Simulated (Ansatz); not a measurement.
Born–Oppenheimer molecular dynamics of C2H8F2Mg (13 atoms, charge 0, multiplicity 1). It starts from a rough guess of a transition structure, not a stationary point.

Computed with Ansatz, UKS PBE-D4/6-31G.

* ensemble: NVE (velocity Verlet)
* time step: 0.5 fs
* steps asked: 150
* starting velocities drawn for: 1000 K
* seed: 740031

Frames 5 fs apart, positions in Å, forces in eV/Å.

Velocities at 5.0 fs (Å/ps):

```
Mg -8.53 10.06 3.09
C 6.18 -15.84 -2.96
C 7.19 -12.73 7.08
H -36.90 48.25 30.62
F -0.84 3.69 -2.02
H 20.33 -120.35 77.44
F 3.85 8.51 -6.99
H 1.98 4.40 -26.97
H -17.77 -1.24 -19.62
H -17.68 -42.96 -15.40
H 17.07 3.56 -6.07
H -13.53 -1.85 -1.50
H 36.07 -22.04 7.83
```

```xyz
13
Properties=species:S:1:pos:R:3:forces:R:3 time_fs=5.0 energy_less_start_eV=-0.982 T=1682
Mg -0.292 0.232 -0.304 0.64 0.86 0.38
C 0.637 -1.206 1.650 -0.37 -2.70 0.45
C -0.627 -0.013 -2.307 -0.89 -0.62 -2.04
H -0.183 1.935 1.003 1.85 0.36 0.32
F -1.174 1.966 0.932 -1.32 -0.66 -0.44
H 1.044 -0.270 1.499 0.18 3.06 -1.51
F 1.088 1.294 0.657 -0.59 0.53 -0.52
H 0.894 -1.909 0.804 0.23 0.22 1.01
H -0.474 -1.272 1.819 0.86 0.10 0.58
H 1.318 -1.260 2.560 -1.19 -1.58 -0.29
H 0.103 -0.562 -2.981 -0.21 0.06 0.96
H -0.647 0.991 -2.832 -0.23 -0.32 0.68
H -1.637 -0.518 -2.566 1.05 0.69 0.40
13
Properties=species:S:1:pos:R:3:forces:R:3 time_fs=10.0 energy_less_start_eV=-1.177 T=1824
Mg -0.331 0.288 -0.286 0.96 1.19 0.78
C 0.648 -1.327 1.636 2.56 2.99 1.37
C -0.591 -0.075 -2.289 0.47 0.86 -0.11
H -0.139 2.180 1.164 -0.75 -1.07 -1.02
F -1.188 1.981 0.920 1.27 -0.07 0.26
H 1.270 -0.244 1.663 -2.14 -2.12 -0.78
F 1.102 1.339 0.620 -0.79 0.56 0.03
H 0.931 -1.883 0.763 0.30 -0.69 -0.66
H -0.428 -1.262 1.777 -0.49 0.11 0.25
H 1.144 -1.709 2.550 -0.56 -0.77 -0.19
H 0.181 -0.540 -2.901 0.72 -0.31 0.18
H -0.733 0.923 -2.753 -0.05 0.18 0.15
H -1.472 -0.619 -2.512 -1.54 -0.86 -0.25
13
Properties=species:S:1:pos:R:3:forces:R:3 time_fs=15.0 energy_less_start_eV=-1.129 T=1790
Mg -0.359 0.354 -0.261 0.75 0.69 0.39
C 0.688 -1.429 1.645 0.39 -0.08 0.58
C -0.556 -0.131 -2.280 -1.43 -0.97 0.19
H -0.146 2.212 1.128 -0.56 -0.96 -0.85
F -1.191 1.994 0.909 1.12 0.00 0.22
H 1.203 -0.340 1.629 -0.44 -2.45 0.80
F 1.107 1.390 0.583 -0.92 0.21 0.23
H 1.001 -1.944 0.679 -0.76 0.46 0.62
H -0.419 -1.228 1.779 0.42 -0.37 -0.62
H 0.853 -2.290 2.479 0.32 2.44 -1.39
H 0.368 -0.558 -2.748 -0.61 0.41 0.18
H -0.833 0.884 -2.639 0.31 -0.17 -0.47
H -1.480 -0.807 -2.481 1.41 0.80 0.12
13
Properties=species:S:1:pos:R:3:forces:R:3 time_fs=20.0 energy_less_start_eV=-1.120 T=1780
Mg -0.381 0.427 -0.232 0.47 -0.44 -0.53
C 0.723 -1.555 1.661 -2.90 1.65 -2.93
C -0.542 -0.196 -2.263 0.73 1.91 1.52
H -0.175 2.056 0.922 1.87 0.65 0.45
F -1.187 2.006 0.900 -1.12 -0.46 -0.25
H 1.201 -0.609 1.778 1.47 0.31 1.21
F 1.099 1.444 0.548 -0.99 -0.09 0.10
H 0.940 -1.939 0.664 0.18 0.16 -0.78
H -0.377 -1.264 1.664 0.22 -0.09 -0.32
H 0.636 -2.433 2.184 1.00 -1.90 2.79
H 0.463 -0.510 -2.576 -0.10 0.14 -0.28
H -0.862 0.813 -2.628 0.37 -0.49 -0.46
H -1.295 -0.903 -2.447 -1.22 -1.34 -0.52
13
Properties=species:S:1:pos:R:3:forces:R:3 time_fs=25.0 energy_less_start_eV=-0.855 T=1600
Mg -0.399 0.496 -0.208 -1.00 -0.81 -0.91
C 0.708 -1.684 1.640 1.57 0.86 0.69
C -0.527 -0.242 -2.220 -0.50 -0.91 0.86
H 0.129 2.030 0.813 -0.38 0.89 0.80
F -1.190 2.012 0.888 1.17 -0.64 -0.52
H 1.495 -0.729 2.119 -2.41 -3.13 -1.43
F 1.080 1.497 0.515 0.17 0.31 0.18
H 0.918 -1.893 0.549 0.94 -0.25 0.88
H -0.316 -1.309 1.496 -0.59 0.35 0.97
H 0.645 -2.688 2.276 0.41 2.18 -1.17
H 0.535 -0.433 -2.458 -0.08 -0.29 -0.25
H -0.830 0.670 -2.741 -0.30 0.17 -0.44
H -1.207 -1.136 -2.485 1.00 1.28 0.36
13
Properties=species:S:1:pos:R:3:forces:R:3 time_fs=30.0 energy_less_start_eV=-0.839 T=1590
Mg -0.425 0.558 -0.192 -1.23 -0.58 -0.95
C 0.710 -1.788 1.620 -3.61 -1.08 -3.66
C -0.515 -0.292 -2.161 1.34 2.14 -0.45
H 0.342 2.208 0.881 -0.85 -0.17 0.08
F -1.181 2.011 0.870 0.80 -0.18 -0.15
H 1.382 -1.411 2.230 3.66 4.27 2.63
F 1.065 1.554 0.483 1.12 0.58 0.34
H 1.084 -1.907 0.579 0.10 -0.42 0.58
H -0.323 -1.305 1.530 1.11 -0.51 0.80
H 0.724 -2.664 2.229 -1.35 -2.21 -0.42
H 0.587 -0.416 -2.398 -0.50 -0.07 0.13
H -0.839 0.523 -2.913 0.13 -0.75 1.00
H -0.989 -1.198 -2.470 -0.72 -1.04 0.05
13
Properties=species:S:1:pos:R:3:forces:R:3 time_fs=35.0 energy_less_start_eV=-0.770 T=1539
Mg -0.463 0.613 -0.187 -0.61 -0.87 -1.15
C 0.694 -1.898 1.579 4.02 -2.28 4.53
C -0.486 -0.318 -2.107 -0.02 -1.71 0.24
H 0.368 2.334 0.956 -0.23 -1.52 -0.96
F -1.161 2.007 0.850 0.22 0.59 0.50
H 1.538 -1.563 2.480 -2.20 -0.16 -2.36
F 1.062 1.618 0.457 0.47 1.37 0.95
H 1.310 -1.996 0.685 -0.60 0.42 -0.61
H -0.201 -1.345 1.729 -0.98 0.83 -0.45
H 0.546 -2.964 2.030 -0.32 1.29 -1.14
H 0.580 -0.417 -2.322 0.86 0.06 -0.01
H -0.852 0.272 -2.929 -0.61 1.08 -0.51
H -0.856 -1.364 -2.395 0.00 0.88 0.97
13
Properties=species:S:1:pos:R:3:forces:R:3 time_fs=40.0 energy_less_start_eV=-1.108 T=1774
Mg -0.508 0.659 -0.193 -0.17 -1.78 -1.71
C 0.730 -2.034 1.604 -2.33 -1.20 -1.39
C -0.453 -0.361 -2.055 0.77 0.46 -0.82
H 0.304 2.191 0.869 -1.17 0.96 0.66
F -1.139 2.011 0.836 -0.48 0.90 0.88
H 1.362 -1.664 2.348 1.56 -0.37 2.11
F 1.067 1.696 0.440 1.77 -0.48 -0.32
H 1.385 -2.010 0.676 -1.38 0.51 0.30
H -0.164 -1.304 1.808 0.95 -0.98 -1.46
H 0.289 -3.137 1.673 1.12 2.20 0.39
H 0.682 -0.399 -2.243 -1.00 0.21 -0.05
H -0.943 0.175 -2.947 0.60 -0.36 1.11
H -0.760 -1.416 -2.139 -0.25 -0.08 0.30
13
Properties=species:S:1:pos:R:3:forces:R:3 time_fs=45.0 energy_less_start_eV=-0.940 T=1658
Mg -0.553 0.688 -0.215 0.91 -1.79 -1.78
C 0.743 -2.181 1.616 1.77 3.55 0.92
C -0.408 -0.402 -2.011 -0.55 -0.79 2.11
H 0.075 2.177 0.859 1.01 0.61 0.14
F -1.123 2.026 0.834 -1.18 1.34 1.29
H 1.408 -1.883 2.550 -1.23 -1.72 -1.75
F 1.089 1.773 0.423 -0.62 -0.12 0.22
H 1.221 -1.905 0.685 1.31 -0.15 -0.48
H 0.005 -1.399 1.606 -1.28 1.08 0.52
H 0.173 -3.014 1.368 -0.61 -2.67 0.72
H 0.648 -0.342 -2.184 1.11 -0.11 -0.41
H -0.958 0.051 -2.800 -0.76 0.36 -1.03
H -0.712 -1.457 -1.797 0.11 0.43 -0.49
13
Properties=species:S:1:pos:R:3:forces:R:3 time_fs=50.0 energy_less_start_eV=-0.768 T=1538
Mg -0.590 0.701 -0.254 1.33 -0.38 -0.61
C 0.757 -2.279 1.617 -1.95 0.69 -2.50
C -0.369 -0.449 -1.940 -0.18 0.74 -0.34
H 0.036 2.304 0.888 1.18 -0.24 -0.39
F -1.121 2.058 0.847 -0.96 1.15 1.07
H 1.361 -2.358 2.593 -0.98 0.25 -1.58
F 1.105 1.848 0.408 -1.34 0.03 0.31
H 1.277 -1.871 0.662 0.65 -1.54 1.35
H -0.002 -1.389 1.501 0.44 -1.14 1.64
H 0.083 -3.227 1.287 1.82 1.79 1.01
H 0.730 -0.313 -2.198 -1.06 -0.46 0.06
H -1.055 -0.058 -2.762 0.78 -0.69 0.71
H -0.650 -1.451 -1.569 0.27 -0.19 -0.74
13
Properties=species:S:1:pos:R:3:forces:R:3 time_fs=55.0 energy_less_start_eV=-1.230 T=1861
Mg -0.615 0.710 -0.299 0.60 1.04 0.83
C 0.740 -2.354 1.572 1.47 0.47 1.34
C -0.335 -0.486 -1.867 -0.73 -0.59 0.49
H 0.264 2.384 0.837 -0.17 -0.24 -0.07
F -1.131 2.103 0.873 -0.23 0.14 0.14
H 1.183 -2.848 2.448 0.63 1.42 0.97
F 1.105 1.923 0.397 -0.07 -0.10 -0.08
H 1.510 -2.127 0.860 0.50 0.30 -0.60
H 0.037 -1.556 1.738 -0.22 0.54 0.50
H 0.262 -3.223 1.351 -2.43 -2.67 -2.24
H 0.675 -0.376 -2.220 0.84 -0.05 -0.33
H -1.047 -0.275 -2.651 -0.42 0.10 -0.70
H -0.531 -1.500 -1.490 0.21 -0.35 -0.25
13
Properties=species:S:1:pos:R:3:forces:R:3 time_fs=60.0 energy_less_start_eV=-0.599 T=1419
Mg -0.634 0.729 -0.337 0.39 1.79 1.69
C 0.733 -2.442 1.531 0.68 -4.44 2.52
C -0.311 -0.532 -1.794 0.05 -2.19 -1.97
H 0.359 2.478 0.831 -1.05 -0.01 0.29
F -1.145 2.151 0.901 0.06 -0.42 -0.40
H 1.140 -3.044 2.503 -0.65 1.08 -1.34
F 1.109 1.994 0.382 0.69 -0.48 -0.52
H 1.762 -2.352 1.026 -1.81 1.07 0.10
H 0.086 -1.676 2.093 0.94 -0.39 -1.72
H 0.154 -3.417 1.083 0.79 2.77 0.42
H 0.706 -0.461 -2.287 -0.66 0.26 0.42
H -1.073 -0.497 -2.631 0.49 0.23 0.45
H -0.371 -1.619 -1.470 0.07 0.73 0.06
```

Of the whole run (75 fs, mean temperature of the second half 1617 K): The conserved energy stayed within 1.1 meV per atom of its start (net change -0.35 meV per atom), so the integration is sound. The system heated up, since it started high on the potential surface and ran downhill. A run of 0.075 ps of so small a system gives no equilibrium averages. The orbitals stay closed-shell, which can raise the energy where a bond breaks towards radicals; this wasn't checked here. Limits of this set-up: no polarisation functions.

Time of the run: 6.5 min on 1 CPU thread of a shared host.
